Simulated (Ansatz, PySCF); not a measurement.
Process, species as SMILES: [I][Tl] → [I][Tl] as doublet, charge +1 + e-
Geometries: B3LYP-D3(BJ)/def2-TZVP minima from Ansatz (a quantum-chemistry and plane-wave program). A spin state is the lowest found, not a proven ground state.

Quantity: adiabatic ionisation energy (0 K, with B3LYP-D3(BJ) harmonic zero-point energies from PySCF), in eV. Valence correlation only, unless marked. Open shells are spin-unrestricted. Spin-orbit coupling is left out. The frozen core is the preceding noble-gas configuration, with the filled d and f shells of earlier blocks. In def2 rows, elements after Kr have scalar-relativistic effective core potentials. Basis-set limits of correlation are two-point, X^-3; Hartree-Fock from the larger set.

```csv
level,program,adiabatic ionisation energy (eV)
revPBE-D3(BJ)/def2-TZVPD,Ansatz + dftd3,8.45
```

Problem. Predict the CCSD(T)/CBS(def2-TZVPPD,def2-QZVPPD) result (Ansatz).

Solution. 8.52 eV, so revPBE-D3(BJ)/def2-TZVPD differs from it by -0.07 eV.
